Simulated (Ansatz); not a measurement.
**The atomisation energy (no zero-point term) down a group: F to I**

One atom is swapped for its congeners: CBrClF2 `FC(F)(Cl)Br`; CBrCl2F (bromodichlorofluoromethane) `FC(Cl)(Cl)Br`; CBr2ClF (dibromochlorofluoromethane) `FC(Cl)(Br)Br`; CIBrClF `FC(Cl)(Br)I`. All are singlets with charge 0.

Shapes, held fixed at every level: PBE0-D4/def2-TZVP. Programs: Ansatz 0.2.0. Values in eV.

```
              level  CBrClF2  CBrCl2F  CBr2ClF  CIBrClF
  PBE-D4/def2-TZVPP    17.62    15.86    15.29    14.76
BHLYP-D4/def2-TZVPP    14.94    13.32    12.78    12.26
 wB97M-V/def2-TZVPP    16.49    14.78    14.12    13.54
 wB97X-V/def2-TZVPP    16.48    14.75    14.14    13.58
       MP2/def2-SVP    16.05    14.13    13.59    12.95
 CCSD(T)/def2-TZVPP    15.75    14.02    13.52    12.98
```

At CCSD(T)/def2-TZVPP the atomisation energy falls at every step, from 15.75 to 12.98 eV. Every level shows the same order. For atoms past krypton def2 sets carry core potentials with scalar relativity. Relativity is left out for Br unless named. Correlated rows may include outer-core shells of Br, I, which these sets cover unevenly. Spin-orbit coupling, which grows down the group, is left out (summed over each molecule's free atoms 0.23, 0.25, 0.36, 0.52 eV).
